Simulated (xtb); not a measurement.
F, charge -1, singlet. Base run: GFN2-xTB run with xtb.

xtb was given this input:
```
$ xtb mol.xyz --gfn 2 --chrg -1 --json

# file mol.xyz
1

F      0.00000000     0.00000000     0.00000000
```

Variants of this job, named by their change:

| change | ΔE vs base (kcal/mol) | SCF cycles |
|---|---|---|
| base | 0.000 | 40 |
| file = coord | 0.000 | 40 |
| alpb = dmf | -74.5 | 40 |
| acc = 30 | 0.000 | 24 |
| etemp = 10 | 0.000 | 40 |
| etemp = 3000 | 0.000 | 40 |
| acc = 0.0001 | 0.000 | 81 |

ALPB and GBSA are two models with their own fitted parameters for each solvent, which aren't always the measured dielectric constant.
